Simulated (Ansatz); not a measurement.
Cost and result for the atomization energy of CH5NOSi (9 atoms, 8 bonds).

```xyz
9

N     1.5120    0.5304   -0.4820
Si    0.6648   -0.5047   -1.5585
C    -1.1725   -0.3335    0.5161
O    -0.7404   -0.7947   -0.7393
H     2.4258    0.8771   -0.7291
H     1.2153    0.8688    0.4213
H    -1.2422    0.7598    0.5392
H    -2.1642   -0.7435    0.7161
H    -0.4986   -0.6596    1.3163
```

The species carries charge 0 and has multiplicity 1. The bonds changed during the relaxation, so this is another structure than the one it started from. The structure was optimised at the PBE0-D4/def2-TZVP level. It is one conformer, not always the lowest. Program: Ansatz. All runs use 2 threads of an Arm Neoverse V1 on a shared host. Times are those of one run each, without the atoms' runs, and a repeat can differ threefold. Electronic energies, without spin–orbit coupling; frozen cores. CCSD(T)/CBS adds CCSD(T) − MP2 in def2-TZVPP to the MP2 limit, and its time is that of the two runs behind it. T1 = 0.013.

CCSD(T)/CBS is a level of theory with its own doubt, some kJ/mol a heavy atom from the limit and from the frozen cores, so smaller differences don't rank the functionals.

```json
{"level": "LDA (SPW92)/def2-TZVPP", "functions": "205", "wall time": "1.4 s"}
{"level": "revPBE-D4/def2-TZVPP", "functions": "205", "wall time": "2.4 s"}
{"level": "PBE-D4/def2-TZVPP (with forces)", "functions": "205", "wall time": "3 s"}
{"level": "CCSD(T)/def2-SVP", "functions": "85", "wall time": "3.2 s"}
{"level": "BHLYP-D4/def2-TZVPP", "functions": "205", "wall time": "3.3 s"}
{"level": "r2SCAN-D4/def2-TZVPP (with forces)", "functions": "205", "wall time": "6 s"}
{"level": "r2SCANh-D4/def2-TZVPP", "functions": "205", "wall time": "6 s"}
{"level": "PBE-QIDH/def2-TZVPP", "functions": "205", "wall time": "6.5 s"}
{"level": "ωB97X-V/def2-TZVPP", "functions": "205", "wall time": "9 s"}
{"level": "B97M-V/def2-TZVPP", "functions": "205", "wall time": "12 s"}
{"level": "MP2/def2-QZVPP", "functions": "391", "wall time": "23 s"}
{"level": "CCSD(T)/def2-TZVPP", "functions": "205", "wall time": "86 s"}
{"level": "CCSD(T)/CBS(def2)", "functions": "–", "wall time": "110 s"}
```

Task: What atomization energy does each give, and how far from CCSD(T)/CBS? (Best estimate.)

Result: Computed: 
```csv
level,atomization (kJ/mol),difference from CCSD(T)/CBS,per bond
LDA (SPW92)/def2-TZVPP,3846.8,499.6,62.4
revPBE-D4/def2-TZVPP,3321.6,-25.6,-3.2
PBE-D4/def2-TZVPP (with forces),3409.8,62.6,7.8
CCSD(T)/def2-SVP,3099.7,-247.5,-30.9
BHLYP-D4/def2-TZVPP,3233.3,-113.9,-14.2
r2SCAN-D4/def2-TZVPP (with forces),3330.2,-17.0,-2.1
r2SCANh-D4/def2-TZVPP,3303.4,-43.8,-5.5
PBE-QIDH/def2-TZVPP,3292.4,-54.8,-6.8
ωB97X-V/def2-TZVPP,3354.8,7.6,0.9
B97M-V/def2-TZVPP,3345.8,-1.4,-0.2
MP2/def2-QZVPP,3357.5,10.3,1.3
CCSD(T)/def2-TZVPP,3243.5,-103.7,-13.0
CCSD(T)/CBS(def2),3347.2,0.0,0.0
```

In def2-TZVPP, CCSD(T) changes the Hartree–Fock value by +918.8 kJ/mol (the triples alone add +53.2 kJ/mol) and MP2 by +970.4 kJ/mol; breaking electron pairs costs correlation energy, which Hartree–Fock lacks. The D4 term adds +26.7 kJ/mol with B3LYP and +13.8 kJ/mol with PBE0; it sums over pairs of atoms, weighted by their polarisabilities, and B3LYP, whose exchange is more repulsive, gets the larger term. From BLYP to BHLYP (50 % exact exchange), in def2-TZVPP and without D4, the atomization energy moves by −116.0 kJ/mol: exact exchange takes away binding that semilocal exchange gives to molecules.

B3LYP here is the variant with VWN-RPA as its local correlation; programs differ in this.
